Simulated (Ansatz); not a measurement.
Ansatz (a first-principles code) input (HF/3-21G): The .json file is the Basis Set Exchange's 3-21G.

Ansatz 0.2 input:
```yaml
crystal:
  periodic: [false, false, false]
  atoms:
    - {symbol: In, position_ang: [-0.00000000, -0.00000000, -0.40676789]}
    - {symbol: O, position_ang: [0.00000000, 0.00000000, 2.10505114]}
    - {symbol: H, position_ang: [0.00000000, 0.00000000, 3.09121760]}
basis:
  gaussian:
    orbitals: 3-21G.json
hamiltonian:
  xc: {name: HF}
total_charge: 1
magnetization: {spin_polarized: true, initial_magnetization: 1}
phonons: {temperatures: {t_min: 298.15, t_max: 298.15, t_step: 100}}
```

Output:

```
Functional definition: HF
integrals: 0.01 GiB planned
545 factors; integrals over basis functions are off by at most 1.2e-4 eV
mean field: 0.19 GiB planned
mean field evaluation 1: about -157535.2072 eV, gradient 5.6e1 eV
mean field evaluation 2: about -157535.2539 eV, gradient 5.6e1 eV
mean field evaluation 4: about -157543.3311 eV, gradient 2.4e1 eV
mean field evaluation 8: about -157546.8441 eV, gradient 7.7e-1 eV
mean field evaluation 16: about -157547.0241 eV, gradient 2.8e-1 eV
mean field evaluation 32: about -157546.8212 eV, gradient 9.2e-1 eV
mean field evaluation 64: about -157549.6385 eV, gradient 5.0e0 eV
mean field evaluation 96: about -157543.5909 eV, gradient 2.6e1 eV
mean field evaluation 128: about -157542.9833 eV, gradient 2.2e0 eV
mean field evaluation 160: about -157547.0248 eV, gradient 8.3e-4 eV
mean field -157551.01394281 eV, -5789.8929704854 hartree, gradient 1.8e-5 eV, S^2 0.754304; 3 other end points of the search recorded, 0 dependent functions left out
the calculation of the forces begins
reference -157551.01394281 eV, -5789.8929704854 hartree; 29, 28 occupied and 15, 16 virtual orbitals, 545 factors
these checks for a lower state are left out or cut short: stability, starts, cluster_reference, orbital_swaps, neighbouring_geometries, increment
integrals: 0.01 GiB planned
545 factors; integrals over basis functions are off by at most 1.2e-4 eV
mean field: 0.19 GiB planned
mean field -157551.01394273 eV, -5789.8929704823 hartree, gradient 2.4e-6 eV, S^2 0.754304; 0 other end points of the search recorded, 0 dependent functions left out
the calculation of the forces begins
reference -157551.01394273 eV, -5789.8929704823 hartree; 29, 28 occupied and 15, 16 virtual orbitals, 545 factors
these checks for a lower state are left out or cut short: stability, starts, cluster_reference, orbital_swaps, neighbouring_geometries, increment
integrals: 0.01 GiB planned
545 factors; integrals over basis functions are off by at most 1.2e-4 eV
mean field: 0.19 GiB planned
mean field -157551.01394273 eV, -5789.8929704823 hartree, gradient 2.4e-6 eV, S^2 0.754304; 0 other end points of the search recorded, 0 dependent functions left out
the calculation of the forces begins
reference -157551.01394273 eV, -5789.8929704823 hartree; 29, 28 occupied and 15, 16 virtual orbitals, 545 factors
these checks for a lower state are left out or cut short: stability, starts, cluster_reference, orbital_swaps, neighbouring_geometries, increment
integrals: 0.01 GiB planned
545 factors; integrals over basis functions are off by at most 1.2e-4 eV
mean field: 0.19 GiB planned
mean field evaluation 192: about -157550.9823 eV, gradient 2.3e-1 eV
mean field -157551.01394250 eV, -5789.8929704742 hartree, gradient 2.5e-6 eV, S^2 0.754304; 0 other end points of the search recorded, 0 dependent functions left out
the calculation of the forces begins
reference -157551.01394250 eV, -5789.8929704742 hartree; 29, 28 occupied and 15, 16 virtual orbitals, 545 factors
these checks for a lower state are left out or cut short: stability, starts, cluster_reference, orbital_swaps, neighbouring_geometries, increment
integrals: 0.01 GiB planned
545 factors; integrals over basis functions are off by at most 1.2e-4 eV
mean field: 0.19 GiB planned
mean field -157551.01394250 eV, -5789.8929704742 hartree, gradient 2.5e-6 eV, S^2 0.754304; 0 other end points of the search recorded, 0 dependent functions left out
the calculation of the forces begins
reference -157551.01394250 eV, -5789.8929704742 hartree; 29, 28 occupied and 15, 16 virtual orbitals, 545 factors
these checks for a lower state are left out or cut short: stability, starts, cluster_reference, orbital_swaps, neighbouring_geometries, increment
integrals: 0.01 GiB planned
545 factors; integrals over basis functions are off by at most 1.2e-4 eV
mean field: 0.19 GiB planned
mean field -157551.01393697 eV, -5789.8929702708 hartree, gradient 1.6e-6 eV, S^2 0.754306; 0 other end points of the search recorded, 0 dependent functions left out
the calculation of the forces begins
reference -157551.01393697 eV, -5789.8929702708 hartree; 29, 28 occupied and 15, 16 virtual orbitals, 545 factors
these checks for a lower state are left out or cut short: stability, starts, cluster_reference, orbital_swaps, neighbouring_geometries, increment
integrals: 0.01 GiB planned
545 factors; integrals over basis functions are off by at most 1.2e-4 eV
mean field: 0.19 GiB planned
mean field -157551.01393540 eV, -5789.8929702132 hartree, gradient 1.6e-6 eV, S^2 0.754301; 0 other end points of the search recorded, 0 dependent functions left out
the calculation of the forces begins
reference -157551.01393540 eV, -5789.8929702132 hartree; 29, 28 occupied and 15, 16 virtual orbitals, 545 factors
these checks for a lower state are left out or cut short: stability, starts, cluster_reference, orbital_swaps, neighbouring_geometries, increment
integrals: 0.01 GiB planned
545 factors; integrals over basis functions are off by at most 1.2e-4 eV
mean field: 0.19 GiB planned
mean field evaluation 224: about -157551.0139 eV, gradient 1.9e-6 eV
mean field -157551.01394178 eV, -5789.8929704475 hartree, gradient 2.4e-6 eV, S^2 0.754304; 0 other end points of the search recorded, 0 dependent functions left out
the calculation of the forces begins
reference -157551.01394178 eV, -5789.8929704475 hartree; 29, 28 occupied and 15, 16 virtual orbitals, 545 factors
these checks for a lower state are left out or cut short: stability, starts, cluster_reference, orbital_swaps, neighbouring_geometries, increment
integrals: 0.01 GiB planned
545 factors; integrals over basis functions are off by at most 1.2e-4 eV
mean field: 0.19 GiB planned
mean field -157551.01394178 eV, -5789.8929704475 hartree, gradient 2.4e-6 eV, S^2 0.754304; 0 other end points of the search recorded, 0 dependent functions left out
the calculation of the forces begins
reference -157551.01394178 eV, -5789.8929704475 hartree; 29, 28 occupied and 15, 16 virtual orbitals, 545 factors
these checks for a lower state are left out or cut short: stability, starts, cluster_reference, orbital_swaps, neighbouring_geometries, increment
integrals: 0.01 GiB planned
545 factors; integrals over basis functions are off by at most 1.2e-4 eV
mean field: 0.19 GiB planned
mean field -157551.01393899 eV, -5789.8929703452 hartree, gradient 3.0e-6 eV, S^2 0.754304; 0 other end points of the search recorded, 0 dependent functions left out
the calculation of the forces begins
reference -157551.01393899 eV, -5789.8929703452 hartree; 29, 28 occupied and 15, 16 virtual orbitals, 545 factors
these checks for a lower state are left out or cut short: stability, starts, cluster_reference, orbital_swaps, neighbouring_geometries, increment
integrals: 0.01 GiB planned
545 factors; integrals over basis functions are off by at most 1.2e-4 eV
mean field: 0.19 GiB planned
mean field -157551.01393899 eV, -5789.8929703452 hartree, gradient 3.0e-6 eV, S^2 0.754304; 0 other end points of the search recorded, 0 dependent functions left out
the calculation of the forces begins
reference -157551.01393899 eV, -5789.8929703452 hartree; 29, 28 occupied and 15, 16 virtual orbitals, 545 factors
these checks for a lower state are left out or cut short: stability, starts, cluster_reference, orbital_swaps, neighbouring_geometries, increment
integrals: 0.01 GiB planned
545 factors; integrals over basis functions are off by at most 1.2e-4 eV
mean field: 0.19 GiB planned
mean field -157551.01378981 eV, -5789.8929648629 hartree, gradient 5.3e-6 eV, S^2 0.754268; 0 other end points of the search recorded, 0 dependent functions left out
the calculation of the forces begins
reference -157551.01378981 eV, -5789.8929648629 hartree; 29, 28 occupied and 15, 16 virtual orbitals, 545 factors
these checks for a lower state are left out or cut short: stability, starts, cluster_reference, orbital_swaps, neighbouring_geometries, increment
integrals: 0.01 GiB planned
545 factors; integrals over basis functions are off by at most 1.2e-4 eV
mean field: 0.19 GiB planned
mean field evaluation 256: about -157551.0137 eV, gradient 1.9e-1 eV
mean field -157551.01379645 eV, -5789.8929651070 hartree, gradient 5.0e-6 eV, S^2 0.754339; 0 other end points of the search recorded, 0 dependent functions left out
the calculation of the forces begins
reference -157551.01379645 eV, -5789.8929651070 hartree; 29, 28 occupied and 15, 16 virtual orbitals, 545 factors
these checks for a lower state are left out or cut short: stability, starts, cluster_reference, orbital_swaps, neighbouring_geometries, increment
integrals: 0.01 GiB planned
545 factors; integrals over basis functions are off by at most 1.2e-4 eV
mean field: 0.19 GiB planned
mean field -157551.01394228 eV, -5789.8929704659 hartree, gradient 2.4e-6 eV, S^2 0.754304; 0 other end points of the search recorded, 0 dependent functions left out
the calculation of the forces begins
reference -157551.01394228 eV, -5789.8929704659 hartree; 29, 28 occupied and 15, 16 virtual orbitals, 545 factors
these checks for a lower state are left out or cut short: stability, starts, cluster_reference, orbital_swaps, neighbouring_geometries, increment
integrals: 0.01 GiB planned
545 factors; integrals over basis functions are off by at most 1.2e-4 eV
mean field: 0.19 GiB planned
mean field -157551.01394228 eV, -5789.8929704659 hartree, gradient 2.4e-6 eV, S^2 0.754304; 0 other end points of the search recorded, 0 dependent functions left out
the calculation of the forces begins
reference -157551.01394228 eV, -5789.8929704659 hartree; 29, 28 occupied and 15, 16 virtual orbitals, 545 factors
these checks for a lower state are left out or cut short: stability, starts, cluster_reference, orbital_swaps, neighbouring_geometries, increment
integrals: 0.01 GiB planned
545 factors; integrals over basis functions are off by at most 1.2e-4 eV
mean field: 0.19 GiB planned
mean field -157551.01394084 eV, -5789.8929704131 hartree, gradient 2.1e-6 eV, S^2 0.754304; 0 other end points of the search recorded, 0 dependent functions left out
the calculation of the forces begins
reference -157551.01394084 eV, -5789.8929704131 hartree; 29, 28 occupied and 15, 16 virtual orbitals, 545 factors
these checks for a lower state are left out or cut short: stability, starts, cluster_reference, orbital_swaps, neighbouring_geometries, increment
integrals: 0.01 GiB planned
545 factors; integrals over basis functions are off by at most 1.2e-4 eV
mean field: 0.19 GiB planned
mean field evaluation 288: about -157551.0139 eV, gradient 2.1e-6 eV
mean field -157551.01394084 eV, -5789.8929704131 hartree, gradient 2.1e-6 eV, S^2 0.754304; 0 other end points of the search recorded, 0 dependent functions left out
the calculation of the forces begins
reference -157551.01394084 eV, -5789.8929704131 hartree; 29, 28 occupied and 15, 16 virtual orbitals, 545 factors
these checks for a lower state are left out or cut short: stability, starts, cluster_reference, orbital_swaps, neighbouring_geometries, increment
integrals: 0.01 GiB planned
545 factors; integrals over basis functions are off by at most 1.2e-4 eV
mean field: 0.19 GiB planned
mean field -157551.01380016 eV, -5789.8929652430 hartree, gradient 5.3e-6 eV, S^2 0.754336; 0 other end points of the search recorded, 0 dependent functions left out
the calculation of the forces begins
reference -157551.01380016 eV, -5789.8929652430 hartree; 29, 28 occupied and 15, 16 virtual orbitals, 545 factors
these checks for a lower state are left out or cut short: stability, starts, cluster_reference, orbital_swaps, neighbouring_geometries, increment
integrals: 0.01 GiB planned
545 factors; integrals over basis functions are off by at most 1.2e-4 eV
mean field: 0.19 GiB planned
mean field -157551.01379509 eV, -5789.8929650567 hartree, gradient 5.4e-6 eV, S^2 0.754271; 0 other end points of the search recorded, 0 dependent functions left out
the calculation of the forces begins
reference -157551.01379509 eV, -5789.8929650567 hartree; 29, 28 occupied and 15, 16 virtual orbitals, 545 factors
Total energy: -157551.01394281 eV, -5789.8929704854 hartree
Atom 0 at    -0.000000    -0.000000    -0.406768 Å, force     0.000000     0.000000     0.000324 eV/Å
Atom 1 at     0.000000     0.000000     2.105051 Å, force    -0.000000    -0.000000    -0.001017 eV/Å
Atom 2 at     0.000000     0.000000     3.091218 Å, force     0.000000     0.000000     0.000693 eV/Å
Dipole moment:    -0.000000     0.000000     0.570347 e Å
Vibrations: 197.20 226.77 436.71 3648.86 cm⁻¹, zero-point energy 0.279556 eV
```

The blocks after the first are displaced geometries, from whose forces the wavenumbers follow.

The dipole moment of an ion depends on the origin.
